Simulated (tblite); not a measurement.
Record of a relaxation.

CH3FO2Si.
SMILES with atom numbers: `[O:1]=[C:2]([OH:3])[SiH2:4][F:5]` (hydrogens: H6 on O3; H7, H8 on Si4)

Computed with GFN2-xTB (tblite), gas phase: L-BFGS steps from a force-field or distance-geometry start until the largest atomic force falls under 0.01 eV/Å. 14 of its 64 geometries are shown.

Step 0: E = -498.1178 eV, largest atomic force 4.518 eV/Å
```
atom  x, y, z in Å  |  force x, y, z in eV/Å
O1      1.118    0.785   -1.327   -0.915  -1.555   2.505
C2      0.681    0.165   -0.343    4.135   0.355  -1.786
O3      1.549   -0.562    0.502   -0.841   0.835  -0.929
Si4    -1.112    0.131    0.123   -1.839  -1.077   0.542
F5     -1.804   -1.159   -0.717    0.748   1.544   0.915
H6      2.535   -0.606    0.335   -1.377   0.465  -0.382
H7     -1.756    1.422   -0.177    0.119  -0.485  -0.218
H8     -1.203   -0.167    1.580   -0.031  -0.082  -0.647
```

Step 5: E = -498.5562 eV, largest atomic force 0.426 eV/Å
```
atom  x, y, z in Å  |  force x, y, z in eV/Å
O1      1.175    0.751   -1.290    0.226   0.016  -0.173
C2      0.730    0.148   -0.352    0.322  -0.067   0.271
O3      1.502   -0.551    0.499   -0.166   0.024  -0.065
Si4    -1.102    0.123    0.165   -0.074   0.071   0.052
F5     -1.776   -1.067   -0.665   -0.108  -0.119  -0.085
H6      2.447   -0.549    0.270   -0.062   0.087  -0.142
H7     -1.748    1.354   -0.210   -0.132   0.182  -0.196
H8     -1.219   -0.200    1.558   -0.006  -0.194   0.337
```

Step 10: E = -498.5793 eV, largest atomic force 0.080 eV/Å
```
atom  x, y, z in Å  |  force x, y, z in eV/Å
O1      1.215    0.736   -1.289   -0.029   0.005   0.020
C2      0.742    0.161   -0.343   -0.011  -0.017   0.044
O3      1.494   -0.555    0.502    0.003   0.042   0.008
Si4    -1.108    0.134    0.182    0.005   0.056   0.003
F5     -1.781   -1.060   -0.660    0.002   0.027   0.040
H6      2.432   -0.533    0.241    0.025  -0.047  -0.017
H7     -1.763    1.358   -0.243   -0.016  -0.036  -0.027
H8     -1.221   -0.232    1.585    0.021  -0.030  -0.071
```

Step 15: E = -498.5817 eV, largest atomic force 0.029 eV/Å
```
atom  x, y, z in Å  |  force x, y, z in eV/Å
O1      1.210    0.735   -1.284   -0.007   0.008  -0.007
C2      0.743    0.165   -0.332    0.010   0.027  -0.006
O3      1.500   -0.548    0.509    0.004  -0.006   0.012
Si4    -1.108    0.146    0.183    0.011  -0.021  -0.002
F5     -1.783   -1.053   -0.649   -0.001  -0.002  -0.010
H6      2.434   -0.546    0.233   -0.014  -0.015  -0.001
H7     -1.774    1.357   -0.259   -0.004   0.003  -0.007
H8     -1.214   -0.247    1.575    0.001   0.007   0.021
```

Step 19: E = -498.5819 eV, largest atomic force 0.021 eV/Å
```
atom  x, y, z in Å  |  force x, y, z in eV/Å
O1      1.210    0.737   -1.285    0.008   0.006   0.006
C2      0.744    0.169   -0.331   -0.007  -0.013   0.005
O3      1.500   -0.547    0.510   -0.011   0.014  -0.011
Si4    -1.108    0.144    0.184   -0.008   0.014   0.007
F5     -1.783   -1.053   -0.651    0.009   0.000   0.001
H6      2.433   -0.550    0.232    0.003  -0.010  -0.003
H7     -1.774    1.355   -0.260    0.003  -0.017   0.001
H8     -1.214   -0.246    1.577    0.003   0.005  -0.006
```

Step 24: E = -498.5820 eV, largest atomic force 0.018 eV/Å
```
atom  x, y, z in Å  |  force x, y, z in eV/Å
O1      1.210    0.739   -1.284   -0.003  -0.001   0.001
C2      0.744    0.170   -0.331    0.003   0.016   0.000
O3      1.499   -0.545    0.510    0.002  -0.018   0.000
Si4    -1.108    0.146    0.185    0.004  -0.007  -0.005
F5     -1.780   -1.053   -0.651    0.006  -0.005   0.003
H6      2.431   -0.555    0.230   -0.005   0.002   0.000
H7     -1.776    1.352   -0.263   -0.008   0.009  -0.001
H8     -1.212   -0.245    1.578    0.000   0.005   0.002
```

Step 29: E = -498.5822 eV, largest atomic force 0.025 eV/Å
```
atom  x, y, z in Å  |  force x, y, z in eV/Å
O1      1.214    0.752   -1.277    0.011   0.004   0.003
C2      0.743    0.178   -0.330    0.003  -0.006   0.020
O3      1.491   -0.555    0.504   -0.010   0.005  -0.020
Si4    -1.108    0.149    0.185   -0.005   0.016   0.000
F5     -1.759   -1.062   -0.648   -0.010  -0.001   0.012
H6      2.423   -0.571    0.225    0.010   0.000  -0.002
H7     -1.788    1.349   -0.268    0.008  -0.023   0.004
H8     -1.208   -0.231    1.583   -0.006   0.004  -0.018
```

Step 34: E = -498.5825 eV, largest atomic force 0.036 eV/Å
```
atom  x, y, z in Å  |  force x, y, z in eV/Å
O1      1.221    0.764   -1.268   -0.008   0.009   0.009
C2      0.745    0.183   -0.327    0.005   0.020  -0.027
O3      1.487   -0.562    0.498    0.020  -0.021   0.015
Si4    -1.107    0.154    0.185    0.010  -0.034  -0.005
F5     -1.751   -1.068   -0.639   -0.011  -0.004   0.002
H6      2.420   -0.581    0.219   -0.006   0.001   0.002
H7     -1.798    1.342   -0.274   -0.008   0.026  -0.015
H8     -1.208   -0.223    1.582   -0.003   0.003   0.020
```

Step 39: E = -498.5830 eV, largest atomic force 0.044 eV/Å
```
atom  x, y, z in Å  |  force x, y, z in eV/Å
O1      1.236    0.803   -1.245   -0.005   0.015   0.001
C2      0.749    0.196   -0.328   -0.013  -0.028   0.032
O3      1.478   -0.585    0.479   -0.013   0.002  -0.011
Si4    -1.105    0.155    0.182   -0.015   0.022   0.008
F5     -1.736   -1.088   -0.619   -0.002   0.000  -0.001
H6      2.413   -0.607    0.208    0.004   0.009  -0.007
H7     -1.815    1.330   -0.290    0.029  -0.020  -0.013
H8     -1.212   -0.195    1.587    0.015   0.000  -0.009
```

Step 44: E = -498.5847 eV, largest atomic force 0.166 eV/Å
```
atom  x, y, z in Å  |  force x, y, z in eV/Å
O1      1.253    0.902   -1.164   -0.043  -0.103   0.123
C2      0.749    0.212   -0.314    0.065   0.033  -0.052
O3      1.460   -0.647    0.427   -0.025   0.073  -0.066
Si4    -1.108    0.157    0.180   -0.007  -0.016  -0.019
F5     -1.719   -1.131   -0.567    0.021   0.022   0.019
H6      2.400   -0.647    0.173    0.000  -0.005  -0.009
H7     -1.823    1.297   -0.360    0.008  -0.009   0.010
H8     -1.202   -0.134    1.600   -0.018   0.006  -0.006
```

Step 48: E = -498.5854 eV, largest atomic force 0.077 eV/Å
```
atom  x, y, z in Å  |  force x, y, z in eV/Å
O1      1.271    0.947   -1.123   -0.025  -0.047   0.055
C2      0.751    0.227   -0.309    0.026   0.010  -0.016
O3      1.444   -0.675    0.396    0.003   0.034  -0.022
Si4    -1.106    0.161    0.179   -0.010   0.001   0.002
F5     -1.694   -1.154   -0.538    0.009   0.002   0.005
H6      2.387   -0.677    0.152   -0.002  -0.002  -0.015
H7     -1.840    1.277   -0.387    0.013  -0.006   0.005
H8     -1.204   -0.097    1.605   -0.013   0.007  -0.014
```

Step 53: E = -498.5859 eV, largest atomic force 0.045 eV/Å
```
atom  x, y, z in Å  |  force x, y, z in eV/Å
O1      1.295    1.029   -1.031   -0.019  -0.034   0.022
C2      0.753    0.244   -0.296    0.019   0.006   0.003
O3      1.425   -0.727    0.334    0.005   0.018  -0.009
Si4    -1.107    0.164    0.175    0.000  -0.004   0.005
F5     -1.663   -1.196   -0.479    0.009   0.006  -0.004
H6      2.371   -0.718    0.107    0.006  -0.001  -0.017
H7     -1.852    1.242   -0.445    0.000   0.000   0.001
H8     -1.213   -0.029    1.611   -0.020   0.009  -0.002
```

Step 58: E = -498.5864 eV, largest atomic force 0.036 eV/Å
```
atom  x, y, z in Å  |  force x, y, z in eV/Å
O1      1.308    1.083   -0.952    0.005   0.023  -0.027
C2      0.756    0.255   -0.275   -0.005  -0.027   0.016
O3      1.417   -0.762    0.287    0.003  -0.007  -0.010
Si4    -1.108    0.165    0.175    0.000   0.005   0.008
F5     -1.632   -1.228   -0.435    0.004   0.016  -0.005
H6      2.362   -0.748    0.052    0.010   0.000   0.007
H7     -1.856    1.214   -0.490    0.000  -0.011  -0.005
H8     -1.239    0.031    1.614   -0.018  -0.001   0.016
```

Step 63: E = -498.5867 eV, largest atomic force 0.007 eV/Å
```
atom  x, y, z in Å  |  force x, y, z in eV/Å
O1      1.298    1.065   -0.975    0.000   0.004  -0.002
C2      0.757    0.248   -0.276   -0.002   0.002  -0.006
O3      1.428   -0.754    0.300    0.002  -0.002   0.005
Si4    -1.107    0.165    0.180   -0.002  -0.001  -0.002
F5     -1.639   -1.214   -0.452    0.003  -0.002   0.004
H6      2.371   -0.738    0.060   -0.001  -0.002  -0.001
H7     -1.851    1.221   -0.479    0.005   0.003   0.000
H8     -1.248    0.017    1.618   -0.003  -0.003   0.001
```

**Question.** Summarise the path.

**Answer.** The energy falls by 0.4690 eV from step 0 to step 63; nine tenths of that is first reached at step 4. It rises by more than 0.2 meV at step 45. The largest force goes from 4.518 to 0.007 eV/Å. Among the bonds Si4–F5 changes most, from 1.688 to 1.608 Å; the atoms move by 0.306 Å rms after alignment.

The cost below is that of the whole relaxation. On one thread, Arm Neoverse V1 (aarch64), no GPU, on a shared host, this took 0.22 s.
